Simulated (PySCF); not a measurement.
## Electronic structure of F²⁺ (fluorine, charge +2) at the UHF level

Configuration: [He] 2s2 2p3, high-spin 4S determinant. All numbers are calculated (PySCF 2.14, scalar relativity by spin-free X2C-1e, in aug-cc-pCVQZ-DK (9s8p6d4f2g, 109 functions)).

| Item | Value |
| --- | --- |
| Total energy | -97.699722 hartree |
| One-electron energy | -126.2992 hartree |
| Hartree (Coulomb) energy | 37.8255 hartree |
| Exchange energy | -9.2260 hartree |
| ⟨S²⟩ | 3.7539 |
| ⟨L²⟩ | 0.000 |
| Sum of ⟨r⟩ | 4.825 bohr |
| Sum of ⟨r²⟩ | 4.979 bohr² |
| Langevin diamagnetic susceptibility | -3.94 ×10⁻⁶ cm³/mol |

| shell | electrons | mean orbital energy (eV) | rms radius, mean of both spins (bohr) |
| --- | --- | --- | --- |
| 1s α | 1 | -767.23 | 0.203 |
| 1s β | 1 | -762.40 | 0.203 |
| 2s α | 1 | -88.217 | 1.01 |
| 2s β | 1 | -70.833 | 1.01 |
| 2p α | 3 | -63.877 | 0.977 |

Spin-orbit constants ζ (cm⁻¹) from the X2C one-electron operator on these orbitals: bare nucleus, nucleus screened by l(l+1)(2l+1)/3 electrons, and screened by the Breit-Pauli mean field of the electrons.

```csv
shell,bare,screened nucleus,mean field
2p,546.1,424.8,376.0
```
